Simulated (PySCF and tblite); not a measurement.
The numbers below are computed, except where a source is named.
C3H6BrF, numbered as in [F:1][CH2:2][CH2:3][CH2:4][Br:5].

Conformers came from 90 starts (ETKDG and KDG, MMFF94s, GFN2-xTB); geometries are PBE0-D3(BJ)/def2-SVP. Free energies are CAM-B3LYP-D3(BJ)/pcSseg-1 single points with GFN2-xTB rigid-rotor and vibrational terms (modes under about 100 cm⁻¹ blended into free rotors). Symmetry numbers and mirror images are counted. Conformers within 3 kcal/mol (GFN2-xTB free energy) were kept, 6 at most. GIAO shieldings: CAM-B3LYP/pcSseg-1. Shifts are against TMS (¹H), TMS (¹³C), CFCl3 (¹⁹F) at the same level. (PySCF 2.14, tblite 0.8.)

Torsions listed: F1–C2–C3–C4, C2–C3–C4–Br5. Of a mirror pair one member is shown.

| conformer | shape | symmetry | E(GFN2, own minimum) kcal/mol | E(DFT) kcal/mol |
| --- | --- | --- | --- | --- |
| 1 | -58°, -68° | C1 (pair) | 0.00 | 0.00 |
| 2 | -60°, 179° | C1 (pair) | 0.28 | 1.11 |
| 3 | -175°, -64° | C1 (pair) | 0.44 | 1.58 |
| 4 | 180°, 180° | Cs | 1.40 | 2.76 |

**Question.** How much do the weights at 298.15 K and the averaged shift of C2 depend on how the conformers are weighted?

**Answer.** 
```csv
weighting,1 (%),2 (%),3 (%),4 (%),δ (ppm),rms dipole (D)
"DFT energy with thermal terms, symmetry and mirror images (full scheme)",76,16,7,1,81.2,2.15
DFT energy with symmetry and mirror images,81,12,6,0,81.0,2.16
bare DFT energy,81,12,6,1,81.0,2.16
GFN2-xTB energy with symmetry and mirror images,47,29,22,2,82.5,2.10
GFN2-xTB free energy,39,33,25,3,82.8,2.08
leading conformer alone,100,0,0,0,80.2,2.19
equal weights,25,25,25,25,83.2,2.02
"full scheme, search stopped after three starts",83,17,0,0,80.9,2.17
```

The largest departure from the full scheme, 2.0 ppm, comes with: equal weights.

Spin–orbit effects of the heavy atoms on shieldings are missing.
